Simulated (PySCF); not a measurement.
## Assigning NMR signals

Bonds (- single, = double, # triple, : aromatic): F1-C2, C2-F3, C2-F4, C2-O5, O5-C6, C6-C7, C7=C8, C8-C9, C9-C10, C10-C11, C9-C12, C11-C6, C12-C6. C7 carries H13; C8 carries H14; C9 carries H15; C10 carries H16, H17; C11 carries H18, H19; C12 carries H20, H21. Stereochemistry as in FC(F)(F)O[C@@]12C=C[C@@H](CC1)C2. H20 is cis to C10 on the ring; H17, H18 are cis to C8 on the ring; H21 is trans to C10 on the ring; H16, H19 are trans to C8 on the ring.

[PySCF: shieldings: GIAO PBE0/pcSseg-1; geometry: GFN2-xTB; equivalent nuclei averaged; one conformer; no solvent model; relativity neglected]

δ = σ(ref) − σ, references computed at the same level: TMS for ¹³C (186.93 ppm) and ¹H (31.72 ppm).

Q: Assign these signals to the numbered atoms. ¹³C{¹H} NMR (computed): δ 146.8 (CH), 142.5 (CH), 131.0 (C), 96.2 (C), 56.4 (CH2), 42.6 (CH), 33.0 (CH2), 28.3 (CH2).

A: 
| δ (ppm) | atoms | environment | reason |
| --- | --- | --- | --- |
| 146.8 | C7 | alkene CH | as expected for a trigonal carbon in a double bond |
| 142.5 | C8 | alkene CH | – |
| 131.0 | C2 | CF3 carbon | 4 electronegative neighbours deshield it |
| 96.2 | C6 | allylic fully substituted sp3 carbon bonded to O | deshielded by the electronegative neighbour |
| 56.4 | C12 | sp3 CH2 in a ring | – |
| 42.6 | C9 | allylic sp3 CH | aliphatic region, no heteroatom directly attached |
| 33.0 | C11 | sp3 CH2 in a ring | saturated and bonded to C and H only |
| 28.3 | C10 | sp3 CH2 in a ring | – |

Q: Assign these signals to the numbered atoms. ¹H NMR (500 MHz, computed): δ 6.58 (d, 1H), 6.38 (m, 1H), 2.74 (m, 1H), 2.16 (m, 1H), 2.12 (m, 1H), 2.02 (m, 1H), 1.63 (m, 1H), 1.58 (m, 1H), 1.24 (m, 1H).

A: 
6.58 → H13, hydrogen on an alkene CH: olefinic region
6.38 → H14, hydrogen on an alkene CH
2.74 → H15, hydrogen on an allylic sp3 CH: allylic position
2.16 → H21, hydrogen on an sp3 CH2 in a ring
2.12 → H19, hydrogen on an sp3 CH2 in a ring
2.02 → H16, hydrogen on an sp3 CH2 in a ring
1.63 → H18, hydrogen on an sp3 CH2 in a ring
1.58 → H20, hydrogen on an sp3 CH2 in a ring
1.24 → H17, hydrogen on an sp3 CH2 in a ring

H21 and H19; H19 and H16; H18 and H20 lie closer than the usual error of such a calculation, so a measured spectrum could show them in the other order.

Splittings by ¹⁹F in the carbon and heteronuclear signals aren't shown, as no couplings were computed. Shifts are as computed. Against solution values, carbons near 30 ppm lie about +3 ppm off and those near 130 ppm about +5 ppm. Of 1211 compounds with measured shifts, 218 miss one by over three times the rms of a fit or turn the order of signals round; such compounds aren't used in these exercises. Multiplicities follow the n + 1 count of equivalent neighbours, as no J values were calculated; m marks all less simple cases, F and P coupling included.
